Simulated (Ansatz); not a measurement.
## Worked example: the barrier

An elementary step of SiH2Cl2O2, closed shell (SiH₂Cl₂O₂ ([OH][Si]([OH])([Cl])[Cl]) → SiCl₂O ([O][Si]([Cl])[Cl]) + H₂O (still joined by a long Si–O bond); bonds formed: O2–H4; bonds broken: O3–H4; bonds weakened to dative contacts: Si1–O2). “Start” is the structure reached by relaxing down from the saddle towards the reactants; PBE0-D4/def2-TZVP structures. The saddle:

```xyz
7
angstrom
Si 0.3231 0.1317 0.5754
O -0.3600 0.0440 -1.1231
O 1.2456 -1.0472 0.1807
H 0.3524 -0.7733 -1.0365
Cl 0.9984 2.0153 0.8353
Cl -1.2872 -0.1143 1.7916
H -1.2723 -0.2561 -1.2235
```

Computed with Ansatz 0.2.0 (basis: def2-TZVPP and def2-QZVPP); correlated methods freeze the cores.

Energies in eV:

| quantity | saddle | start |
| --- | --- | --- |
| Hartree–Fock, triple zeta (X = 3) | -36981.69302 | -36984.63289 |
| Hartree–Fock, quadruple zeta (X = 4) | -36982.83980 | -36985.78543 |
| MP2 correlation, X = 3 | -26.97878 | -26.33689 |
| MP2 correlation, X = 4 | -29.41878 | -28.77734 |
| CCSD(T) correlation, X = 3 | -28.95246 | -28.37285 |

(1) Work out the barrier at the basis limit: extrapolate Hartree–Fock as E(X) = E∞ + A exp(−7.88 √X) and the MP2 correlation as E(X) = E∞ + B X^−2.97 (the exponents that Neese and Valeev fitted for def2-TZVPP and QZVPP), then add CCSD(T) − MP2 in triple zeta.

The T1 diagnostic stays at or below 0.014.

Results:

(1) Each step is linear, so take the differences first (saddle − start): Hartree–Fock 2.93987 (X = 3) and 2.94563 (X = 4); MP2 correlation -0.64189 and -0.64144; CCSD(T) correlation -0.57961.
Two points give E∞ = E(4) + w [E(4) − E(3)], with w = 1/(exp(7.88 (2 − √3)) − 1) = 0.1377 for Hartree–Fock and w = 1/((4/3)^2.97 − 1) = 0.7407 for the correlation.
Hartree–Fock: 2.94563 + 0.1377 × 0.00576 = 2.9464 eV.
MP2 correlation: -0.64144 + 0.7407 × 0.00045 = -0.6411 eV.
CCSD(T) − MP2: -0.57961 − (-0.64189) = 0.0623 eV.
Sum: 2.9464 + (-0.6411) + 0.0623 = 2.3676 eV, or 54.60 kcal/mol. Plain CCSD(T) in triple zeta gives 2.3603 eV, so the larger basis shifts the result by 0.0073 eV.

Labels in which every atom is bracketed show which atoms are joined, not bond orders.

For scale, one of the runs: CCSD(T)/def2-TZVPP, 216 basis functions, launched by `ansatz run in.yaml --threads 4 --pin off --events-out ev --progress --plain --max-ram 9574MiB`. The run took 86 s on 4 CPU threads of an Arm Neoverse V1 (shared host), with 3 GiB of host memory at its peak.
